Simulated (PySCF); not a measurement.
Input of a response calculation (the driver script's job line, then coordinates in Å):

```
{"job": {"kind": "uv", "xc": "CAM-B3LYP", "basis": "def2-SVPD", "ip": true}, "charge": 0, "multiplicity": 1}
C     -2.027963    -1.742320    -0.171518
C     -1.315044    -0.464273     0.204910
C     -2.072134     0.871134     0.061489
C     -0.840376     1.747953    -0.219855
P      0.033078     0.241063    -0.905477
N      1.448615     0.144305     0.139436
C      1.963712    -1.199450     0.264585
C      2.469796     1.105112    -0.209210
H     -2.404537    -1.698776    -1.205824
H     -2.890794    -1.925683     0.490455
H     -1.362703    -2.617282    -0.097382
H     -0.877704    -0.523985     1.216294
H     -2.730085     0.834554    -0.823351
H     -2.698183     1.166408     0.919614
H     -0.973039     2.617999    -0.877640
H     -0.342183     2.054075     0.713304
H      2.398639    -1.608486    -0.673780
H      2.753294    -1.221809     1.034482
H      1.167220    -1.885313     0.594059
H      3.259758     1.100198     0.560823
H      2.044678     2.121094    -0.235554
H      2.956519     0.914139    -1.190602
```

The program printed, after the SCF cycles:

```
converged SCF energy = -632.6765327852

Static polarisability (au): isotropic 106.726, principal 89.117 107.017 124.043

Singlet excitations
state   eV       nm        f      main configurations
  1   5.1215    242.1   0.03648   H->L 0.61, H->L+1 0.20, H->L+4 0.10
  2   5.2702    235.3   0.07299   H->L+2 0.38, H->L+1 0.36
  3   5.7276    216.5   0.00935   H->L+2 0.52, H->L+1 0.27, H->L 0.13
  4   6.5282    189.9   0.05648   H->L+3 0.76
  5   6.5743    188.6   0.00456   H->L+4 0.73, H->L 0.12
  6   6.7945    182.5   0.06997   H->L+6 0.48, H->L+7 0.17, H->L+5 0.15
  7   6.9625    178.1   0.01203   H->L+5 0.44, H-1->L 0.15, H-1->L+1 0.14
  8   7.0498    175.9   0.01815   H->L+7 0.33, H-1->L 0.21, H-1->L+2 0.14
  9   7.2027    172.1   0.00826   H-1->L+1 0.35, H-1->L+2 0.14, H->L+5 0.14
 10   7.2622    170.7   0.03527   H-1->L 0.28, H->L+5 0.12, H->L+7 0.11

Triplet excitations (Tamm-Dancoff, eV): 4.3640 4.4392 5.5905 6.3564
Vertical ionisation energy (delta-SCF) = 7.4500 eV
```

Method used: PySCF, TDDFT CAM-B3LYP/def2-SVPD, vertical, gas phase, core orbitals frozen in the response. Isolated species at its PBE0-D3(BJ)/def2-SVP geometry (one conformer only).

(1) What share of the summed oscillator strength falls to the strongest level in this window?

(2) What is the polarisability anisotropy, √(½[(α1 − α2)² + (α2 − α3)² + (α3 − α1)²])?

(3) What is the total energy of state 2 at this geometry?

(4) Which orbital energies lie behind H and L?

(5) Give the energy of state 2 in hartree, cm⁻¹ and kJ/mol.

(6) Write the structure that the coordinates describe.

## Answers

(1) State 2 at 235 nm: 0.0730 of 0.3235, or 23%.

(2) 30.25 au.

(3) -632.67653 + 0.19368 = -632.48285 hartree.

(4) HOMO -6.89 eV and LUMO 1.32 eV, a gap of 8.20 eV; state 1 differs from that by -3.08 eV.

(5) 0.19368 hartree, 42507 cm⁻¹, 508.5 kJ/mol.

(6) `C[C@@H]1CCP1N(C)C` (C6H14NP), point group C1.

H and L stand for HOMO and LUMO.

Without π bonds the low states are Rydberg-like; a valence basis with one diffuse set may place them up to an eV too high.
